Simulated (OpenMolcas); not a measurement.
Tb2+: effect of the basis set

* Program: OpenMolcas
* Method: CASSCF
* Active space: 9 electrons in 7 orbitals (4f)
* State averaging: 2S+1 = 6 odd, 21 roots (18 in the spin-orbit step); 2S+1 = 4 odd, 224 roots (48 in the spin-orbit step)
* Spin-orbit coupling: state interaction with AMFI integrals over the reference wave functions, term energies averaged over their components

A. ANO-RCC-VDZP [7s6p4d2f1g], DKH2, point nucleus; cost about 90 core-seconds
B. ANO-RCC-VQZP [9s8p6d4f3g2h], DKH2, point nucleus; cost of the order of 60 core-seconds
C. ANO-RCC-VQZP [9s8p6d4f3g2h], X2C, point nucleus; cost of the order of 90 core-seconds

Energies in cm⁻¹ above 4f⁹ ⁶H°_15/2, the measured ground level; measured values from Martin, Zalubas and Hagan, Atomic Energy Levels: The Rare-Earth Elements, NSRDS-NBS 60 (1978).

```tsv
Level	A	B	C	Measured
4f⁹ ⁶H°_15/2	0.0	0.0	0.0	0.0
4f⁹ ⁶H°_13/2	2944	2962	2961	2805
4f⁹ ⁶H°_11/2	5162	5191	5190	4735
4f⁹ ⁶H°_9/2	6816	6850	6849	6258
4f⁹ ⁶H°_7/2	8053	8091	8089	7422
4f⁹ ⁶H°_5/2	8957	8997	8995	8286
4f⁹ ⁶F°_11/2	9488	9480	9478	6470
4f⁹ ⁶F°_9/2	10400	10384	10382	7622
4f⁹ ⁶F°_7/2	11954	11948	11946	
4f⁹ ⁶F°_5/2	13413	13418	13415	10220
4f⁹ ⁶F°_3/2	14546	14559	14556	
4f⁹ ⁶F°_1/2	15254	15273	15270
```

Deviations, from unrounded energies. A percentage is the sum of absolute deviations over the sum of measured energies, with the sign that they share, or ± where signs differ.

| Against measurement | Levels | A | B | C |
| --- | --- | --- | --- | --- |
| mean absolute deviation (cm-1) | 8 | 1400 | 1400 | 1400 |
| fine structure of the ground term (%) | 5 | +8.2 | +8.8 | +8.7 |
| other terms of the ground configuration (%) | 3 | +37.0 | +36.9 | +36.9 |

A, B, C lie about equally close to measurement. The largest miss of A in the table is 4f⁹ ⁶F°_5/2, by +3200 cm-1. The ranking rests on the paired levels alone, and a cruder setting can come out closer through cancelling errors.

Among A to C the level of the table that moves most is 4f⁹ ⁶H°_5/2, by 40 cm-1 (lowest in A, highest in B).

High states are left out of the spin-orbit mixing, which shifts the levels that they would mix with. Without dynamic correlation excited terms often stand tens of per cent too high (terms of higher spin than the ground term too low), and those without a measured partner can miss by more than the paired ones. Measured partners are found by configuration, term and J. A level has none where our copy of the source lacks it or the pairing is in doubt (some pairs that miss far off the trend of their configuration count as doubtful), and it then counts in no deviation. Levels of configurations outside the active space are missing. Levels that lie high or do not pair safely by name in every column are left out.

° marks odd parity.
